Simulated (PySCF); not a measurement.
# A survey of 17O NMR shifts

PySCF 2.14 calculation with NMR shieldings at PBE0/pcSseg-1/GIAO and geometry from GFN2-xTB; in vacuum, single conformer, no relativistic terms, rapidly exchanging positions averaged.

Shieldings were converted by a linear fit to measured shifts: 17O: δ = 266.70 − 0.911σ (rms 10.7 ppm, 155 shifts, 12.2 ppm with the 3 outliers that the fit left out vs liquid water, solution or neat liquid). A few per cent of atoms miss by over 2 rms, more outside the fitted compound classes.

(1) Give the 17O shifts of `O[SiH2]O/C=C/F`, `CO[Si@@H](F)C=O`.

(2) Match the shifts 594.3, 536.7, 280.4, 52.9, 17.8 ppm to `C=Cc1cpc(Cl)o1`, `O=[P@H]1CC=C([SiH3])C1`, `O=Cc1ccc(N[SiH3])cc1`, `C/C(C=O)=C\C=C/[SiH2]C#N`, `C#C[C@@H]1[SiH2]CCO[C@@H]1C#N`.

Answers

(1) 
```tsv
compound	environment	δ (ppm)
[OH:1][SiH2:2][O:3]/[CH:4]=[CH:5]/[F:6]	O3: oxygen bonded to C, Si	54.9
[OH:1][SiH2:2][O:3]/[CH:4]=[CH:5]/[F:6]	O1: oxygen bonded to Si, H	9.1
[CH3:1][O:2][Si@@H:3]([F:4])[CH:5]=[O:6]	O6: carbonyl oxygen	829.8
[CH3:1][O:2][Si@@H:3]([F:4])[CH:5]=[O:6]	O2: oxygen bonded to C, Si	-4.4
```

(2) 594.3: C/C(C=O)=C\C=C/[SiH2]C#N (aldehyde oxygen); 536.7: O=Cc1ccc(N[SiH3])cc1 (aldehyde oxygen); 280.4: C=Cc1cpc(Cl)o1 (aromatic ring oxygen); 52.9: O=[P@H]1CC=C([SiH3])C1 (P=O oxygen); 17.8: C#C[C@@H]1[SiH2]CCO[C@@H]1C#N (ether oxygen).
